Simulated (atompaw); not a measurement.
## Re: PAW (atompaw) pseudisation with LDA (PW92), scalar-relativistic reference atom.

atompaw 4.2.0.5 input, output lines left out:

```
Re 75
LDA-PW scalarrelativistic loggrid 2001 logderivrange -8 5 326
6 6 5 4 0 0
6 1 0
5 2 5
0 0 0
c
c
c
c
v
v
c
c
c
v
v
c
c
v
c
2
2.55 2.05 2.05 2.50
n
n
y
1.8
n
custom rrkj gramschmidtortho sinc
bessel
1.50
1.85
1.25
2.55
1.60
1.60
```

Estimate the cutoffs (Ry, on a coarse ladder) from which the occupation-weighted sum of valence levels, in a spherical-Bessel basis at the reference potential, stays within 10 and 1 mRy of its value at 400 Ry.

50 Ry and 100 Ry.

What does a ghost test show?

No extra level below or beside the all-electron valence levels (s, p, d, f tested).

Is the overlap operator S = 1 + Σ q|β⟩⟨β| positive definite (Bessel basis up to 400 Ry)?

Yes: its lowest eigenvalue is 0.10 (s channel).

Which valence shell sets the plane-wave cutoff?

5p: its level needs 50 Ry to come within 1 mRy, against 40 Ry for 5d.
